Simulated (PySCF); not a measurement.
# [Pb(SH)3]+: from a saddle point downhill

PySCF 2.14.0, RKS PBE0, Pb def2-SVP with ECP60, S def2-SVP, H def2-SVP; non-relativistic Hamiltonian with scalar-relativistic core potentials where named; density fitting; no spin-orbit coupling. Relaxed within the symmetry of its start, the geometry (C3v) is

```xyz
7

Pb    0.0000    0.0000    0.0350
S     2.4840    0.0000   -0.1149
H     2.5989    0.0000    1.2389
S    -1.2420    2.1512   -0.1149
H    -1.2995    2.2507    1.2389
S    -1.2420   -2.1512   -0.1149
H    -1.2994   -2.2507    1.2389
```

and its lowest harmonic modes are -384, -330, -330, 78, 85, 85 cm⁻¹ (negative: unstable). It was moved along the lowest mode and relaxed again, within the group C3 that the move left.

(1) Where does it end, and how much lower?

(2) How do the contacts change?

(3) Is the end a minimum?

State: singlet.

## Answers

(1) In C3h, 0.756 eV lower, after 20 steps:
```xyz
7

Pb    0.0000    0.0000    0.4878
S     2.3865    0.5263    0.4860
H     2.7506   -0.7811    0.4870
S    -1.6490    1.8036    0.4860
H    -0.6989    2.7726    0.4870
S    -0.7375   -2.3299    0.4860
H    -2.0517   -1.9915    0.4870
```

(2) 
```csv
contact,saddle (Å),end (Å)
Pb1–S2 (SH),2.489,2.444
Pb1–S4 (SH),2.488,2.444
Pb1–S6 (SH),2.488,2.444
```


(3) Yes; lowest modes 72, 72, 76, 166, 227, 227 cm⁻¹.
